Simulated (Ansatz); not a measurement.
The cluster B9, relaxed as a doublet with UKS PBE-D4/def2-SVP in Ansatz, starting from the GFN2-xTB geometry. Force threshold 0.02 eV/Å.

The charge 0 doublet is spin-contaminated (final ⟨S²⟩ up to 0.99, 0.75 for a pure state). The relaxation made no stability test and no search for a lower SCF solution. Another isomer (doublet) lies 1.28 eV lower at PBE0-D4/def2-TZVP; other spin states weren't run for this one.

Start:

```xyz
9

B    -0.6387   -0.6666    2.0141
B     0.4574   -1.5720    1.4964
B    -1.4456    0.5388    1.5834
B     1.3326   -1.7411    0.2740
B     1.5910   -1.0871   -1.0664
B     0.1122    1.2061   -1.8640
B    -1.5727    1.4899    0.4140
B    -0.9555    1.7538   -0.9421
B     1.1192    0.0782   -1.9095
```

```json
{"step": "1", "energy (eV)": "-6059.5025", "largest force component (eV/Å)": "1.366", "SCF passes": "200"}
{"step": "2", "energy (eV)": "-6059.9248", "largest force component (eV/Å)": "0.448", "SCF passes": "50"}
{"step": "3", "energy (eV)": "-6059.9743", "largest force component (eV/Å)": "0.143", "SCF passes": "39"}
{"step": "4", "energy (eV)": "-6059.9850", "largest force component (eV/Å)": "0.133", "SCF passes": "44"}
{"step": "5", "energy (eV)": "-6059.9984", "largest force component (eV/Å)": "0.157", "SCF passes": "45"}
{"step": "6", "energy (eV)": "-6060.0032", "largest force component (eV/Å)": "0.146", "SCF passes": "45"}
{"step": "7", "energy (eV)": "-6060.0069", "largest force component (eV/Å)": "0.059", "SCF passes": "47"}
{"step": "8", "energy (eV)": "-6060.0109", "largest force component (eV/Å)": "0.115", "SCF passes": "54"}
{"step": "9", "energy (eV)": "-6060.1517", "largest force component (eV/Å)": "0.898", "SCF passes": "68"}
{"step": "10", "energy (eV)": "-6060.5024", "largest force component (eV/Å)": "0.716", "SCF passes": "57"}
{"step": "11", "energy (eV)": "-6060.8771", "largest force component (eV/Å)": "0.953", "SCF passes": "46"}
{"step": "12", "energy (eV)": "-6061.1932", "largest force component (eV/Å)": "0.843", "SCF passes": "45"}
{"step": "13", "energy (eV)": "-6061.5569", "largest force component (eV/Å)": "0.763", "SCF passes": "43"}
{"step": "14", "energy (eV)": "-6061.7981", "largest force component (eV/Å)": "0.467", "SCF passes": "43"}
{"step": "15", "energy (eV)": "-6062.1444", "largest force component (eV/Å)": "1.482", "SCF passes": "87"}
{"step": "16", "energy (eV)": "-6062.7286", "largest force component (eV/Å)": "1.157", "SCF passes": "33"}
{"step": "17", "energy (eV)": "-6063.1099", "largest force component (eV/Å)": "0.862", "SCF passes": "32"}
{"step": "18", "energy (eV)": "-6063.2469", "largest force component (eV/Å)": "1.031", "SCF passes": "34"}
{"step": "19", "energy (eV)": "-6063.3178", "largest force component (eV/Å)": "0.503", "SCF passes": "35"}
{"step": "20", "energy (eV)": "-6063.3357", "largest force component (eV/Å)": "0.323", "SCF passes": "30"}
{"step": "21", "energy (eV)": "-6063.3368", "largest force component (eV/Å)": "0.322", "SCF passes": "31"}
{"step": "22", "energy (eV)": "-6063.3408", "largest force component (eV/Å)": "0.157", "SCF passes": "30"}
{"step": "23", "energy (eV)": "-6063.3423", "largest force component (eV/Å)": "0.022", "SCF passes": "32"}
{"step": "24", "energy (eV)": "-6063.3424", "largest force component (eV/Å)": "0.009", "SCF passes": "31"}
```

Force components are those of the run's own axes.

End:

```xyz
9

B    -0.895   -0.761    2.570
B     0.229   -1.747    2.047
B    -0.281   -0.391    1.015
B     0.943   -1.584    0.673
B     0.704   -0.480   -0.458
B     0.096    1.778   -2.658
B    -0.533    0.756   -0.190
B    -0.754    1.812   -1.349
B     0.490    0.617   -1.651
```

Bonds formed: B2–B3, B3–B4, B3–B5, B5–B7, B7–B9, B8–B9 (atoms count from 1).

No frequencies were taken in this run, so the end may be a saddle point.

It took 63 s on 4 threads of Arm Neoverse V2 on a shared host.
